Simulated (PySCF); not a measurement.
Electronic structure of N⁺ (nitrogen, charge +1) at the TPSS level

Configuration: [He] 2s2 2p2, high-spin 3P determinant. All numbers are calculated (PySCF 2.14, scalar relativity by spin-free X2C-1e, in cc-pVTZ-DK (4s3p2d1f, 30 functions)).

* Total energy: -54.1023 hartree
* One-electron energy: -70.1039 hartree
* Hartree (Coulomb) energy: 22.3909 hartree
* Exchange-correlation energy: -6.3893 hartree
* ⟨S²⟩: 2.0028
* ⟨L²⟩: 2.005
* Sum of ⟨r⟩: 5.461 bohr
* Sum of ⟨r²⟩: 7.852 bohr²
* Traceless quadrupole moment −½Σ⟨3z² − r²⟩ along its main axis: 0.757 e·bohr²
* Langevin diamagnetic susceptibility: -6.22 ×10⁻⁶ cm³/mol
* Time after the integrals: 0.26 s of wall time on 1 thread of Neoverse-V1 (shared host)

```
shell  electrons  mean orbital energy (eV)  rms radius, mean of both spins (bohr)
 1s α          1                   -404.79                                  0.266
 1s β          1                   -403.41                                  0.266
 2s α          1                   -34.227                                   1.37
 2s β          1                   -30.292                                   1.37
 2p α          2                   -22.329                                   1.40
```
